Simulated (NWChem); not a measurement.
The numbers come from NWChem runs, not from measurements. System: imidazole (C3H4N2), charge 0, spin multiplicity 1, at a geometry optimised with B3LYP/def2-SVP. Level: MP2/def2-SVPD, 5 core orbitals frozen.

Input file:

```
start mol
memory heap 200 mb stack 900 mb global 1100 mb
geometry units angstroms nocenter noautoz
  C      0.891426     0.761743     0.000000
  C      0.983908    -0.612853     0.000000
  N     -0.320022    -1.058359     0.000000
  C     -1.124932     0.046597     0.000000
  N     -0.423665     1.156522     0.000000
  H      1.707040     1.484179     0.000000
  H      1.832151    -1.292749     0.000000
  H     -0.622742    -2.024984     0.000000
  H     -2.213050    -0.026511     0.000000
  symmetry group Cs
end
basis spherical
  * library def2-svpd
end
scf
  rhf
  nopen 0
  maxiter 100
  thresh 1e-7
  semidirect memsize 60000000 filesize 0
end
mp2
  freeze core 5
end
task mp2 energy
```

Part of the output:

```
             Northwest Computational Chemistry Package (NWChem) 7.3.0
             --------------------------------------------------------

                                NWChem Input Module
                                -------------------

 Scaling coordinates for geometry "geometry" by  1.889725989
 (inverse scale =  0.529177249)

 Turning off AUTOSYM since
 SYMMETRY directive was detected!

                             Geometry "geometry" -> ""
                             -------------------------

 Output coordinates in angstroms (scale by  1.889725989 to convert to a.u.)

  No.       Tag          Charge          X              Y              Z
 ---- ---------------- ---------- -------------- -------------- --------------
    1 C                    6.0000     0.89142600     0.76174300     0.00000000
    2 C                    6.0000     0.98390800    -0.61285300     0.00000000
    3 N                    7.0000    -0.32002200    -1.05835900     0.00000000
    4 C                    6.0000    -1.12493200     0.04659700     0.00000000
    5 N                    7.0000    -0.42366500     1.15652200     0.00000000
    6 H                    1.0000     1.70704000     1.48417900     0.00000000
    7 H                    1.0000     1.83215100    -1.29274900     0.00000000
    8 H                    1.0000    -0.62274200    -2.02498400     0.00000000
    9 H                    1.0000    -2.21305000    -0.02651100     0.00000000

 Effective nuclear repulsion energy (a.u.)     162.9753922999

            Nuclear Dipole moment (a.u.)
            ----------------------------
        X                 Y               Z
 ---------------- ---------------- ----------------
     0.0000037795    -0.0000037795     0.0000000000

      Symmetry information
      --------------------

 Group name             Cs
 Group number              2
 Group order               2
 No. of unique centers     9

      Symmetry unique atoms

     1    2    3    4    5    6    7    8    9


 Summary of "ao basis" -> "" (spherical)
 ------------------------------------------------------------------------------
       Tag                 Description            Shells   Functions and Types
 ---------------- ------------------------------  ------  ---------------------
 *                         def2-svpd                  on all atoms

 Summary of "ao basis" -> "ao basis" (spherical)
 ------------------------------------------------------------------------------
       Tag                 Description            Shells   Functions and Types
 ---------------- ------------------------------  ------  ---------------------
 C                         def2-svpd                 8       20   4s2p2d
 N                         def2-svpd                 8       20   4s2p2d
 H                         def2-svpd                 4        8   2s2p

                                 NWChem SCF Module
                                 -----------------

  ao basis        = "ao basis"
  functions       =   132
  atoms           =     9
  closed shells   =    18
  open shells     =     0
  charge          =   0.00
  wavefunction    = RHF
  use symmetry    = T
  symmetry adapt  = T

 Summary of "ao basis" -> "ao basis" (spherical)
 ------------------------------------------------------------------------------
       Tag                 Description            Shells   Functions and Types
 ---------------- ------------------------------  ------  ---------------------
 C                         def2-svpd                 8       20   4s2p2d
[...]
              MO Center= -3.4D-03, -8.9D-01,  3.0D-15, r^2= 1.3D+01
   Bfn.  Coefficient  Atom+Function         Bfn.  Coefficient  Atom+Function
  ----- ------------  ---------------      ----- ------------  ---------------
    24      5.862308  2 C  s                 64     -5.505875  4 C  s
   126      5.160575  9 H  s                110     -4.938914  7 H  s
    63     -3.385961  4 C  s                 23      2.429349  2 C  s
   102     -2.178709  6 H  s                 44     -1.899900  3 N  s
    84      1.451316  5 N  s                  3      1.407372  1 C  s

 Vector   21  Occ=0.000000D+00  E= 1.324012D-01  Symmetry=a'
              MO Center=  8.9D-01,  2.9D-01,  1.9D-16, r^2= 1.2D+01
   Bfn.  Coefficient  Atom+Function         Bfn.  Coefficient  Atom+Function
  ----- ------------  ---------------      ----- ------------  ---------------
     4      7.434144  1 C  s                 44     -5.751363  3 N  s
   102     -5.706771  6 H  s                118      2.902122  8 H  s
    84     -2.853182  5 N  s                 24     -2.686956  2 C  s
    64      2.607329  4 C  s                  3      1.872523  1 C  s
   126     -1.755317  9 H  s                 63      1.570062  4 C  s

 center of mass
 --------------
 x =  -0.01944719 y =   0.05126692 z =   0.00000000

 moments of inertia (a.u.)
 ------------------
         192.475412320870           1.140868755065           0.000000000000
           1.140868755065         185.428158921317           0.000000000000
           0.000000000000           0.000000000000         377.903571242187

  Mulliken analysis of the total density
  --------------------------------------

    Atom       Charge   Shell Charges
 -----------   ------   -------------------------------------------------------
    1 C    6     5.53   1.99  0.89  0.11 -0.05  2.00  0.50  0.06  0.03
    2 C    6     5.46   1.99  0.88  0.15 -0.02  2.01  0.35  0.06  0.05
    3 N    7     7.40   1.99  0.96  0.59 -0.24  2.44  1.52  0.03  0.11
    4 C    6     5.06   1.99  0.90 -0.09 -0.01  1.96  0.26  0.08 -0.03
    5 N    7     7.85   1.99  1.01  0.64  0.30  2.30  1.52  0.04  0.06
    6 H    1     1.08   0.76  0.25  0.03  0.04
    7 H    1     1.05   0.76  0.23  0.03  0.04
    8 H    1     1.40   0.74  0.54  0.04  0.07
    9 H    1     1.16   0.76  0.31  0.03  0.06

       Multipole analysis of the density wrt the origin
       ------------------------------------------------

     L   x y z        total         open         nuclear
     -   - - -        -----         ----         -------
     0   0 0 0     -0.000000      0.000000     36.000000

     1   1 0 0     -0.023188      0.000000      0.000004
     1   0 1 0     -1.521522      0.000000     -0.000004
     1   0 0 1     -0.000000      0.000000      0.000000

     2   2 0 0    -18.424127      0.000000    113.197836
     2   1 1 0      2.329950      0.000000      2.026810
     2   1 0 1     -0.000000      0.000000      0.000000
     2   0 2 0    -20.796088      0.000000    110.442283
     2   0 1 1      0.000000      0.000000      0.000000
     2   0 0 2    -24.218946      0.000000      0.000000

                   NWChem MP2 Semi-direct Energy/Gradient Module
                   ---------------------------------------------

  Basis functions       =    132
  Molecular orbitals    =    132
  Frozen core           =      5
  Frozen virtuals       =      0
  Active alpha occupied =     13
  Active beta occupied  =     13
  Active alpha virtual  =    114
  Active beta virtual   =    114
  Use MO symmetry       = T
  Use skeleton AO sym   = T

  AO/Fock/Back tols     =   1.0D-09  1.0D-09  1.0D-09

 GA uses MA = F    GA memory limited = T

 Available:
  local mem=  1.26D+08
 global mem=  1.44D+08
 local disk=  0.00D+00
  mp2_memr nvloc                   114
  nvloc new                   114
   1 passes of  13:        3145728                      73335                  44114313.
   1 passes of  13: M    126114180           G      144144352           F     122968452.

 Semi-direct pass number   1 of   1  for RHF alpha+beta  at        8.0s
  vrange nnbf                  8749
  mp2_eaftype                   168  avail_ma_in_mb                  1099
 EAF : mp2_eaftype filesize         168   22057157.
  mp2_eaf for mointskh                    168
Node 0 wrote    103.7 Mb in      0.1 s     Agg I/O rate:  1599.8 Mb/s
 Done moints_semi at       14.7s
  mp2_eaftype                   168  avail_ma_in_mb                   931
 EAF : mp2_eaftype filesize         168   22057157.
  mp2_eaf for kh                   168
 Done maket at       15.1s
 Done multipass loop at       15.1s

          -------------------------------------------
          SCF energy                -224.658554479876
          Correlation energy          -0.752597014021
          Singlet pairs               -0.451244990240
          Triplet pairs               -0.301352023781
          Total MP2 energy          -225.411151493898
          -------------------------------------------

          ---------------------------------------------------
                    Spin Component Scaled (SCS) MP2
          Same spin pairs                     -0.200901349187
          Same spin scaling factor             0.333333333333
          Opposite spin pairs                 -0.551695664834
          Opposite spin scaling fact.          1.200000000000
          SCS-MP2 correlation energy          -0.729001914196
          Total SCS-MP2 energy              -225.387556394073
          ---------------------------------------------------

 -----------------------
 Performance information
 -----------------------

 Timer overhead =  1.59D-07 seconds/call

               Nr. of calls         CPU time (s)                 Wall time (s)                GFlops
             ---------------    -------------------     ------------------------------   -------------------
Name         Min   Avg   Max    Min     Avg     Max     Min     Avg     Max   Mx/calls   Min     Max     Sum
mp2: moin     1     1     1    6.7     6.7     6.7      6.7     6.7     6.7     6.7      0.0     0.0     0.0
mp2: make     1     1     1   0.41    0.41    0.41     0.41    0.41    0.41    0.41      0.0     0.0     0.0
mp2: tota     1     1     1    7.2     7.2     7.2      7.2     7.2     7.2     7.2      0.0     0.0     0.0

 The average no. of pstat calls per process was 3.00D+00
 with a timing overhead of 4.78D-07s

 Task  times  cpu:       15.1s     wall:       15.1s

 Total times  cpu:       15.1s     wall:       15.1s
```
